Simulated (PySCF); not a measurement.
# One molecule, several mistakes: CGeH10Si2

These are calculations, not measurements. They come from PySCF 2.14.0, an open-source quantum chemistry program, on an isolated molecule that a program drew, which may never have been made. The molecule is CGeH10Si2 (charge 0, singlet), drawn as the SMILES string `C[SiH2][SiH2][GeH3]`.

Each row is a Hartree-Fock (HF) and frozen-core CCSD(T) single point in the cc-pV(D+d)Z basis, meant for a local HF minimum. Run 1 is clean. Each other run has one planted mistake out of seven kinds, and not every kind appears here: one electron removed, one electron added, multiplicity raised by two, geometry at a saddle point, minimal basis STO-3G, one bond length entered in bohr, all coordinates scaled. The reference is restricted for singlets and unrestricted otherwise, and also for a bond in bohr. Adding or removing an electron swaps singlet and doublet. Electrons count all cores. HOMO and LUMO are orbital energies over both spins, the gradient is its largest component, and the lowest frequency (negative if imaginary) is given only where the gradient is small. Bond lengths are over the 13 bonds as drawn. T1 is the CCSD diagnostic: over 0.02 (restricted) or 0.045 (unrestricted) a single reference is doubtful. Germanium has the cc-pVDZ-PP basis, with a core potential (ECP10MDF) in place of its 10 inner electrons, and its 3s, 3p and 3d shells are frozen in CCSD(T).

Geometry of the clean run:
```xyz
14
CGeH10Si2, angstrom
C    -1.6202   -2.1162    1.3609
Si    0.1610   -2.4667    1.8769
Si    1.7219   -1.3340    0.4995
Ge    1.4912    1.0621    0.6228
H    -1.8499   -1.0500    1.4337
H    -1.7975   -2.4321    0.3296
H    -2.3185   -2.6569    2.0053
H     0.3745   -2.0361    3.2828
H     0.4290   -3.9262    1.8047
H     3.1057   -1.6916    0.9047
H     1.5388   -1.7468   -0.9168
H     0.0840    1.4931    0.1854
H     2.5094    1.7613   -0.2863
H     1.7103    1.5530    2.0599
```

```
run,electrons,basis functions,<S^2>,HOMO (eV),LUMO (eV),gradient (hartree/bohr),lowest frequency (cm^-1),mean bond (Å),longest bond (Å),T1,HF (hartree),CCSD(T) (hartree),mistake
1,76,133,0.000,-10.11,3.16,1.2e-05,40,1.5765,2.410,0.0115,-914.94387,-915.49407,no fault
2,76,133,2.021,-3.70,-2.13,2.7e-02,-,1.5765,2.410,0.0343,-914.71937,-915.27016,multiplicity raised by two
3,76,133,0.000,-9.89,2.60,3.9e-02,-,1.6742,2.560,0.0119,-914.90462,-915.46342,all coordinates scaled
4,76,133,0.812,-8.52,1.33,1.1e-02,-,1.6781,2.808,0.0411,-914.83407,-915.37496,one bond length entered in bohr
5,75,133,0.786,-15.86,-7.89,5.6e-02,-,1.5765,2.410,0.0161,-914.61304,-915.14491,one electron removed
6,77,133,0.765,2.02,7.89,3.5e-02,-,1.5765,2.410,0.0171,-914.84748,-915.42150,?
```

**Which mistake was planted in run 6, and what did it cost?**

It counts 77 electrons, one more than the clean run, at the same geometry and basis. So the mistake is: one electron added. Subtracting run 1 and multiplying by 627.51 kcal/mol a hartree, the energy moved by 60.5 kcal/mol in HF and 45.5 kcal/mol in CCSD(T).

Cautions from the logs. Run 6: the HOMO is above zero, so the electron isn't bound and the energy depends on the basis.
